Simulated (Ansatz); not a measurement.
Relaxation of FH₉N₂OSi (14 atoms, charge 0, multiplicity 1), to a largest force component of 0.03 eV/Å in at most 50 steps.

Level of theory: Ansatz, UKS BHLYP-D4/def2-SVP.

```xyz
14
Properties=species:S:1:pos:R:3:forces:R:3
Si 0.495 0.222 1.559 0.05 -0.59 -0.17
F 0.681 -1.221 0.755 -0.14 0.52 0.23
H 1.105 -0.025 2.883 0.01 0.04 -0.03
H -0.963 0.382 1.669 0.02 0.02 -0.02
N 1.286 1.537 0.854 0.03 -0.02 -0.04
H -0.912 -0.198 -1.202 0.01 0.05 -0.07
N -0.760 0.808 -1.241 -0.09 -0.14 -0.06
H -0.874 -2.395 -0.220 0.03 0.05 -0.32
O -1.043 -2.461 -1.167 0.22 0.14 0.27
H 2.232 1.788 1.081 -0.01 -0.02 -0.01
H 0.973 1.833 -0.057 -0.01 0.00 0.07
H -1.681 1.231 -1.223 0.07 -0.02 0.03
H -0.384 0.999 -2.162 -0.03 -0.03 0.03
H -0.156 -2.502 -1.529 -0.15 -0.01 0.09
```

Problem. Where does it end, and by what steps?

Solution. It converged. After 16 steps the energy has fallen by 0.152 eV; F2 moved furthest, 0.82 Å.

| step | energy less start (eV) | largest force component (eV/Å) | accepted |
| --- | --- | --- | --- |
| 0 | 0.0000 | 0.592 | yes |
| 1 | -0.0100 | 1.031 | yes |
| 2 | -0.0404 | 0.833 | yes |
| 3 | -0.0537 | 0.606 | yes |
| 4 | -0.0696 | 0.534 | yes |
| 5 | -0.0885 | 0.740 | yes |
| 6 | -0.1127 | 0.491 | yes |
| 7 | -0.1228 | 0.245 | yes |
| 8 | -0.1324 | 0.213 | yes |
| 9 | -0.1324 | 0.850 | no |
| 10 | -0.1448 | 0.050 | yes |
| 11 | -0.1482 | 0.145 | yes |
| 12 | -0.1504 | 0.037 | yes |
| 13 | -0.1511 | 0.056 | yes |
| 14 | -0.1514 | 0.060 | yes |
| 15 | -0.1516 | 0.038 | yes |
| 16 | -0.1517 | 0.012 | yes |

```xyz
14
Properties=species:S:1:pos:R:3
Si 0.472 0.077 1.907
F 0.401 -1.512 1.471
H 1.352 0.095 3.089
H -0.929 0.412 2.216
N 1.073 1.077 0.696
H -0.886 -0.011 -1.539
N -0.831 1.005 -1.581
H -0.399 -1.975 -0.140
O -0.626 -1.965 -1.074
H 2.060 1.195 0.541
H 0.503 1.260 -0.134
H -1.763 1.361 -1.415
H -0.595 1.253 -2.533
H 0.168 -2.275 -1.504
```

Whether the end is a true minimum wasn't checked by a vibrational analysis.

Run time: 54 s on 4 threads of Arm Neoverse V1 (shared host), peak memory 0.39 GiB.
